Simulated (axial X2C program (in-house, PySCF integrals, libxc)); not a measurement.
**What spin–orbit coupling does to GeAs**

Computed with an in-house all-electron X2C program for linear molecules (integrals from PySCF). Spin-free means the one-electron spin-free X2C Hamiltonian; two-component (2c) means X2C with spin–orbit coupling and atomic mean-field two-electron Coulomb and Gaunt terms, so the difference of the two also holds small scalar two-electron terms. Basis: As dyall-cv3z [9s9p6d4f1g], Ge dyall-cv3z [9s9p7d4f1g] (cores contracted in-house); Gaussian nuclei, density fitting, unrestricted open shells. Masses: As 74.922 u, Ge 73.921 u.

Spin-free state: M_S = 1/2, Λ = 1 (beyond evenly filled blocks: π+α, π+β, π-α); fragments As + Ge.

```json
{"level": "PBE0", "Re (Å)": "2.237", "ωe (cm⁻¹)": "355.7", "De (eV)": "2.955", "μ (D)": "1.01"}
{"level": "HF", "Re (Å)": "2.335", "ωe (cm⁻¹)": "249.3", "De (eV)": "0.868", "μ (D)": "0.90"}
{"level": "CCSD", "Re (Å)": "2.244", "ωe (cm⁻¹)": "349.5", "De (eV)": "2.458", "μ (D)": "n/a"}
{"level": "CCSD(T)", "Re (Å)": "2.249", "ωe (cm⁻¹)": "353.0", "De (eV)": "2.674", "μ (D)": "n/a"}
{"level": "TPSS", "Re (Å)": "2.256", "ωe (cm⁻¹)": "339.3", "De (eV)": "3.138", "μ (D)": "0.91"}
```

Correlated methods: 9 electrons correlated (number of frozen shells: As 3 s, 2 p, 1 d; Ge 3 s, 2 p, 1 d), 269 virtual spin orbitals or spinors in MP2, 90 natural virtuals in coupled cluster.

Dipoles are positive if Ge is the positive end.

Question: Within this multiplet, which Ω should lie lowest by the rule for regular and inverted multiplets?

Answer: The open π shell holds three electrons, one hole, so the multiplet is inverted: Ω = Λ + 1/2 = 3/2. The PBE0 2c search agrees.

Two-component determinant lowest at the distance of the search:

Ω = 3/2 (⟨Sz⟩ = 0.50, ⟨Lz⟩ = 1.00 at HF); fragments As + Ge.

| level | Re (Å) | ωe (cm⁻¹) | μ (D) |
| --- | --- | --- | --- |
| PBE0 | 2.237 | 355.5 | 1.01 |
| HF | 2.335 | 248.0 | 0.91 |
| CCSD | 2.244 | 350.0 | n/a |
| CCSD(T) | 2.249 | 353.1 | n/a |
| TPSS | 2.256 | 338.9 | 0.90 |

Question: From the two tables, how do the constants change at the CCSD(T) level (2c against spin-free)?

Answer: At the CCSD(T) level Re is unchanged within 0.001 Å and ωe doesn't move by more than 0.2 cm⁻¹.

The state is one determinant whose occupation by symmetry is held fixed; it was picked as the lowest of a PBE0 search that is not exhaustive. Dissociation energies refer to the lowest single-determinant-based atoms at the same level and basis. De is not given where an atomic determinant may have missed its ground term or J level, or where the truncated virtual space spoils (T). Density functionals use the spin component along the axis (collinear). CCSD and (T) use frozen natural virtuals with an MP2 correction for the truncation; (T) itself is uncorrected, so its De runs slightly low. PBE0 can misorder states that lie within some tenths of an eV, so this need not be the ground state of the molecule. The nearest other spin-free determinant of the search, M_S = 1/2, Λ = 0, lies 0.34 eV up at the distance of the search. Without a current term, density functionals place determinants with orbital angular momentum somewhat too high. At some level and bond length an empty orbital lies below a filled one. The determinant is spin-polarised beyond a pure state at some levels (its spin-free form has ⟨S²⟩ too high), which makes Re and μ there less reliable. The T1 diagnostic is large, a sign of multireference character. With the outer-core shells frozen, correlated bond lengths of heavy atoms tend to come out a few hundredths of an ångström too long.
